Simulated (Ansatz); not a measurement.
Z-matrix (Å, degrees):
```
Al
H 1 1.5707
H 1 1.5707 2 141.68
N 1 1.9967 2 107.91 3 158.40
H 4 1.0221 1 113.03 2 35.83
H 4 1.0221 5 107.09 1 -125.13
H 4 1.0234 5 105.73 6 -112.39
H 1 1.8938 2 90.28 4 110.83
```
Charge +1, spin multiplicity 2.

Method: frozen-core CCSD(T)/def2-TZVPP // B3LYP-D3(BJ)/def2-TZVP in Ansatz (an electronic-structure program).

```yaml
HF energy: -299.60114 Ha
MP2 correlation energy: -0.30352 Ha
```

Question: Estimate the CCSD correlation energy, the (T) correction, the total energy and the T1 diagnostic.

Answer: 
```
Property                         Value
-----------------------  -------------
CCSD correlation energy    -0.33415 Ha
(T) correction             -0.00950 Ha
CCSD(T) total energy     -299.94479 Ha
T1 diagnostic                    0.014
```
